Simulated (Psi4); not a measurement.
Psi4 input (wB97X-D/6-31G*):

```
memory 1500 MB

molecule {
-1 1
O    -1.13600500    0.34081000   -1.29693400
B    -0.58681600   -0.04588000   -0.20957000
O    -1.21301500   -0.70080700    0.90022400
P     1.34888000    0.32112600    0.24821600
H    -2.14242500   -0.77346400    0.64551100
H     1.72684700   -0.90749600    0.86201300
H     1.90862200   -0.02655200   -1.00924100
symmetry c1
no_reorient
no_com
}

set {
  basis 6-31G*
  reference rks
  scf_type pk
  dft_radial_points 99
  dft_spherical_points 590
  e_convergence 1e-8
  d_convergence 1e-7
  maxiter 150
}

e = energy('wb97x-d')
print_out(f'\nFINAL {e:.10f} DIPOLE {variable("CURRENT DIPOLE")[0]:.6f} {variable("CURRENT DIPOLE")[1]:.6f} {variable("CURRENT DIPOLE")[2]:.6f}\n')
```

From the output:

```
      48A      1.435430    49A      1.476007    50A      1.572665
      51A      1.637258    52A      1.727136    53A      1.869021
      54A      1.896807    55A      1.968245    56A      2.054558
      57A      2.061341    58A      2.191202    59A      2.276267
      60A      2.510294    61A      2.576739    62A      2.753246
      63A      2.789281    64A      2.923430    65A      3.101103
      66A      3.310292    67A      3.721897    68A      3.885968
      69A      4.071064    70A      4.346670

    Final Occupation by Irrep:
              A
    DOCC [    20 ]
    NA   [    20 ]
    NB   [    20 ]

  @RKS Final Energy:  -518.49251812668649

   => Energetics <=

    Nuclear Repulsion Energy =            137.3562208692027866
    One-Electron Energy =                -997.1530443122663883
    Two-Electron Energy =                 373.9329900063875129
    DFT Exchange-Correlation Energy =     -32.6271717175090785
    Empirical Dispersion Energy =          -0.0015129725012259
    VV10 Nonlocal Energy =                  0.0000000000000000
    Total Energy =                       -518.4925181266864911

Computation Completed

Properties will be evaluated at   0.000000,   0.000000,   0.000000 [a0]

Properties computed using the SCF density matrix

 Multipole Moments:

 ------------------------------------------------------------------------------------
     Multipole            Electronic (a.u.)      Nuclear  (a.u.)        Total (a.u.)
 ------------------------------------------------------------------------------------

 L = 1.  Multiply by 2.5417464519 to convert [e a0] to [Debye]
 Dipole X            :          0.0815842            0.0000076            0.0815918
 Dipole Y            :         -0.6082357            0.0000038           -0.6082319
 Dipole Z            :          0.5960556           -0.0000132            0.5960424
 Magnitude           :                                                    0.8554939

 ------------------------------------------------------------------------------------

FINAL -518.4925181267 DIPOLE 0.081592 -0.608232 0.596042

*** Psi4 exiting successfully. Buy a developer a beer!
```

The dipole moment of an ion depends on the origin.

The geometry given is a B3LYP-D3(BJ)/def2-TZVP minimum.
